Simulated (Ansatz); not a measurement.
Start from `CNC=O` and change one atom or group to get `CNC(=O)[SiH2]Cl`.

Ansatz, PBE0-D4/def2-TZVP geometries, multiplicity 1. Each molecule was computed in one conformer, which needn't be the lowest.

```tsv
property	`CNC=O`
LUMO energy (ωB97M-V/def2-TZVPP) / eV	2.32
HOMO–LUMO gap (PBE0/def2-TZVPP) / eV	8.20
HOMO–LUMO gap (PBE/def2-TZVPP) / eV	5.44
HOMO energy (PBE/def2-TZVPP) / eV	-5.84
size of the dipole moment (B3LYP/def2-TZVPP) / D	3.94
size of the dipole moment (PBE/def2-TZVPP) / D	3.83
```

Question: Give the same properties after the change, and the shifts. (An estimate is asked.)

Answer: Ansatz gave: 
| property | `CNC(=O)[SiH2]Cl` | shift |
| --- | --- | --- |
| LUMO energy (ωB97M-V/def2-TZVPP) / eV | 1.72 | -0.60 |
| HOMO–LUMO gap (PBE0/def2-TZVPP) / eV | 6.85 | -1.35 |
| HOMO–LUMO gap (PBE/def2-TZVPP) / eV | 4.41 | -1.03 |
| HOMO energy (PBE/def2-TZVPP) / eV | -5.79 | 0.05 |
| size of the dipole moment (B3LYP/def2-TZVPP) / D | 2.57 | -1.37 |
| size of the dipole moment (PBE/def2-TZVPP) / D | 2.58 | -1.25 |

With PBE0 the HOMO rises by 0.22 eV and the LUMO falls by 1.13 eV, so the gap narrows by about 1.35 eV. PBE moves the HOMO by 0.05 eV and ωB97M-V by 0.24 eV. Dipoles are sizes alone; their direction can turn.

B3LYP here is the variant with VWN-RPA as its local correlation; programs differ in this.
